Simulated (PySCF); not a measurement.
Ligand exchange on a metal centre used in film growth or etching (Ti Cl-OH). Gas-phase values, no solvent. One relaxed conformer stands for each flexible species; it need not be the lowest.

These are PBE-D3(BJ)/def2-TZVP // BP86-D3(BJ)/def2-SVP run with PySCF values and carry that method's errors. 

```json
[
 {"species": "0 of 4 Cl replaced by OH ([Ti(Cl)4])", "mean distance from the central atom to its bonded neighbours (Å)": "(withheld)", "LUMO (eV)": "-4.62", "charge on the central atom (meta-Löwdin) (e)": "1.02", "HOMO (eV)": "-8.26"},
 {"species": "1 of 4 Cl replaced by OH ([Ti(Cl)3(OH)])", "mean distance from the central atom to its bonded neighbours (Å)": "2.078", "LUMO (eV)": "(withheld)", "charge on the central atom (meta-Löwdin) (e)": "1.11", "HOMO (eV)": "-7.83"},
 {"species": "2 of 4 Cl replaced by OH ([Ti(Cl)2(OH)2])", "mean distance from the central atom to its bonded neighbours (Å)": "(withheld)", "LUMO (eV)": "-3.41", "charge on the central atom (meta-Löwdin) (e)": "1.20", "HOMO (eV)": "-7.44"},
 {"species": "3 of 4 Cl replaced by OH ([Ti(Cl)(OH)3])", "mean distance from the central atom to its bonded neighbours (Å)": "1.901", "LUMO (eV)": "-2.86", "charge on the central atom (meta-Löwdin) (e)": "(withheld)", "HOMO (eV)": "-7.19"},
 {"species": "4 of 4 Cl replaced by OH ([Ti(OH)4])", "mean distance from the central atom to its bonded neighbours (Å)": "1.809", "LUMO (eV)": "-2.22", "charge on the central atom (meta-Löwdin) (e)": "1.35", "HOMO (eV)": "(withheld)"}
]
```

**Question.** Fill in the missing entries.

**Answer.** 
- 0 of 4 Cl replaced by OH ([Ti(Cl)4]), mean distance from the central atom to its bonded neighbours (Å): 2.174
- 1 of 4 Cl replaced by OH ([Ti(Cl)3(OH)]), LUMO (eV): -4.02
- 2 of 4 Cl replaced by OH ([Ti(Cl)2(OH)2]), mean distance from the central atom to its bonded neighbours (Å): 1.987
- 3 of 4 Cl replaced by OH ([Ti(Cl)(OH)3]), charge on the central atom (meta-Löwdin) (e): 1.28
- 4 of 4 Cl replaced by OH ([Ti(OH)4]), HOMO (eV): -7.30
